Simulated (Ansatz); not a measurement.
Consider the hydrogenolysis of the Si–S bond: `CS[SiH2]CF` + H₂ → `FC[SiH3]` + CH₃SH.

Isolated molecules relaxed with PBE0-D4/def2-TZVP in Ansatz; ΔE leaves out vibrations. CCSD(T)/CBS adds triple-zeta CCSD(T) − MP2 to the extrapolated MP2 energy (def2 sets, frozen cores). This one scheme is used for every species. DFT in def2-TZVPP. One conformer a species, not always the lowest.

```tsv
level	ΔE (kJ/mol)
LDA (SPW92)	43.9
B97M-V	40.8
```

Task: What does CCSD(T)/CBS give? (Estimate.)

Result: The calculation gave: +43.2 kJ/mol. The listed levels differ from it by 0.7, -2.4 kJ/mol.

Task: What do rigid-rotor, harmonic-oscillator terms from PBE0-D4/def2-TZVP frequencies (298.15 K, 1 bar) make of the CCSD(T)/CBS value? (Best estimate.)

Result: The calculation gave: ΔZPE = +10.4 kJ/mol, ΔH = +48.6 kJ/mol, ΔS = 41 J/(mol·K), ΔG = +36.4 kJ/mol.

Largest T1 diagnostic among the species: 0.011.

The D4 term adds +14.8 kJ/mol with B3LYP and +8.3 kJ/mol with PBE0; it sums over pairs of atoms, weighted by their polarisabilities, and B3LYP, whose exchange is more repulsive, gets the larger term. Leaving LDA and LC-ωPBE aside and taking each functional with its dispersion term where it has one, the values, not all of them listed here, spread over 18.1 kJ/mol, from B2PLYP to revPBE-D4. LDA lies +5.5 kJ/mol from PBE without D4.

CCSD(T)/CBS has its own doubt, a few kJ/mol and more with outer-core shells, so smaller differences from it don't rank the levels.

B3LYP here is the variant with VWN-RPA as its local correlation; programs differ in this.
